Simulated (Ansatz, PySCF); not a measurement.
Diatomic BeH+, closed-shell singlet (the spin of the measured ground state).

Seven points along R, fitted to fifth degree in 1/R; most abundant isotopes. In def2 and cc sets the state is the lowest found near the PBE0 minimum, followed along R. The singlet is held restricted. HF and MP2 rows in def2 and cc sets belong to the determinant that coupled cluster picked by its CCSD energy.

Correlated levels freeze the cores. CBS: X⁻³ extrapolation of the correlation energy, Hartree–Fock from the larger set. Rows in 6-31G* carry no dispersion term and start afresh at each structure (6-31G* with six Cartesian d functions).

Run with Ansatz (a first-principles code) with Gaussian orbitals; PySCF for 6-31G* rows. Each number belongs to the level named beside it.

| level | r_e (Å) | ω_e (cm⁻¹) | ω_e x_e (cm⁻¹) |
|---|---|---|---|
| HF/6-31G* | 1.313 | 2348 | 31 |
| HF/aug-cc-pVQZ | 1.306 | 2314 | 31 |
| B3LYP/6-31G* | 1.324 | ? | 35 |
| B3LYP/def2-TZVPP | 1.321 | 2183 | 34 |
| PBE0/def2-TZVPP | 1.327 | 2181 | 32 |
| SCS-MP2/aug-cc-pVTZ | 1.309 | 2255 | 35 |
| CCSD/aug-cc-pVQZ | 1.315 | 2210 | 39 |
| CCSD(T)/CBS(aug-cc-pVQZ, aug-cc-pV5Z) | ? | ? | 40 |

### Question
Complete the blanks.

### Answer

- CCSD(T)/CBS(aug-cc-pVQZ, aug-cc-pV5Z), r_e (Å): 1.314
- CCSD(T)/CBS(aug-cc-pVQZ, aug-cc-pV5Z), ω_e (cm⁻¹): 2214
- B3LYP/6-31G*, ω_e (cm⁻¹): 2224

Measured for the ground state: r_e 1.3122 Å, ω_e 2221.7 cm-1, ω_e x_e 39.79 cm-1, B_e 10.8 cm-1, α_e 0.294 cm-1 [Huber and Herzberg (1979), NIST Chemistry WebBook].
